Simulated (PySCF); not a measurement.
methylselanylethene (C₃H₆Se), SMILES C=C[Se]C. Atoms are numbered in the order given.

```xyz
10

C      2.1782    -1.0065    -0.4088
C      0.9572    -0.9372     0.1303
Se    -0.2008     0.5700    -0.0200
C     -1.8883    -0.3793     0.2971
H      2.5850    -0.2104    -1.0396
H      2.8189    -1.8731    -0.2220
H      0.5655    -1.7493     0.7533
H     -2.0959    -1.0846    -0.5183
H     -2.6787     0.3826     0.3338
H     -1.8508    -0.9065     1.2605
```
Charge 0, spin multiplicity 1.

Coordinates come from a B3LYP-D3(BJ)/def2-SVP optimisation. The values are those of a single conformer.

These are TDDFT-LC-ωPBE/def2-SVPD (PySCF) values and carry that method's errors.

Vertical excitations. 

```json
[
 {"state": "S1", "energy (eV)": "4.80", "λ (nm)": "258", "f": "0.008", "main pairs": "HOMO→LUMO 65 %, HOMO→LUMO+5 18 %"},
 {"state": "S2", "energy (eV)": "5.75", "λ (nm)": "215", "f": "0.189", "main pairs": "HOMO→LUMO+2 45 %, HOMO→LUMO+1 45 %"},
 {"state": "S3", "energy (eV)": "6.16", "λ (nm)": "201", "f": "0.020", "main pairs": "HOMO→LUMO+3 38 %, HOMO→LUMO+2 21 %, HOMO→LUMO+1 15 %, HOMO→LUMO+7 13 %"},
 {"state": "S4", "energy (eV)": "6.59", "λ (nm)": "188", "f": "0.018", "main pairs": "HOMO→LUMO+3 44 %, HOMO→LUMO+1 21 %, HOMO→LUMO+2 12 %"},
 {"state": "S5", "energy (eV)": "7.15", "λ (nm)": "173", "f": "0.028", "main pairs": "HOMO→LUMO+4 50 %, HOMO→LUMO+6 14 %"},
 {"state": "S6", "energy (eV)": "7.39", "λ (nm)": "168", "f": "0.042", "main pairs": "HOMO→LUMO+4 38 %, HOMO→LUMO+6 22 %, HOMO→LUMO+7 10 %, HOMO→LUMO+2 6 %"},
 {"state": "S7", "energy (eV)": "7.43", "λ (nm)": "167", "f": "0.005", "main pairs": "HOMO→LUMO+5 53 %, HOMO→LUMO 17 %"},
 {"state": "S8", "energy (eV)": "7.62", "λ (nm)": "163", "f": "0.097", "main pairs": "HOMO−1→LUMO 22 %, HOMO−1→LUMO+2 18 %, HOMO−1→LUMO+1 14 %, HOMO−2→LUMO+2 8 %"},
 {"state": "S9", "energy (eV)": "7.96", "λ (nm)": "156", "f": "0.191", "main pairs": "HOMO−1→LUMO 28 %, HOMO−2→LUMO+2 13 %, HOMO→LUMO+7 11 %, HOMO−2→LUMO+1 11 %"},
 {"state": "S10", "energy (eV)": "8.19", "λ (nm)": "151", "f": "0.126", "main pairs": "HOMO→LUMO+7 27 %, HOMO−2→LUMO+2 18 %, HOMO→LUMO+6 11 %, HOMO→LUMO+8 8 %"},
 {"state": "T1", "energy (eV)": "3.72", "λ (nm)": "334", "f": "0", "main pairs": "HOMO→LUMO+2 28 %, HOMO→LUMO 21 %, HOMO→LUMO+1 17 %, HOMO−2→LUMO+2 6 %"},
 {"state": "T2", "energy (eV)": "4.39", "λ (nm)": "282", "f": "0", "main pairs": "HOMO→LUMO 40 %, HOMO→LUMO+5 25 %, HOMO→LUMO+2 7 %"},
 {"state": "T3", "energy (eV)": "5.52", "λ (nm)": "225", "f": "0", "main pairs": "HOMO→LUMO+1 24 %, HOMO→LUMO+9 16 %, HOMO→LUMO+7 16 %, HOMO→LUMO+6 14 %"},
 {"state": "T4", "energy (eV)": "6.23", "λ (nm)": "199", "f": "0", "main pairs": "HOMO→LUMO+3 68 %"}
]
```
Triplets are in the Tamm–Dancoff approximation, which puts them higher than full response would, so one can lie above its singlet here.
